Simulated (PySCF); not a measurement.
A structure optimised at ωB97X-D3(BJ)/def2-SVP, used in a PySCF frequency run:

```
Zn
N 1 1.8089
H 2 1.0153 1 121.72
H 2 1.0153 3 108.83 1 149.76
S 1 2.1636 3 160.41 2 171.97
C 5 1.8295 1 100.06 3 80.51
H 6 1.0996 5 107.16 1 180.00
H 6 1.0998 7 107.95 5 120.97
H 6 1.0998 7 107.95 8 118.05
```
Charge 0, spin multiplicity 1.

Question: Write its SMILES, formula and point group.

Answer: C[S][Zn][NH2], CH5NSZn, Cs

Question: What are its rotational constants (standard atomic weights)?

Answer: 13.714, 1.8483, 1.6608 GHz
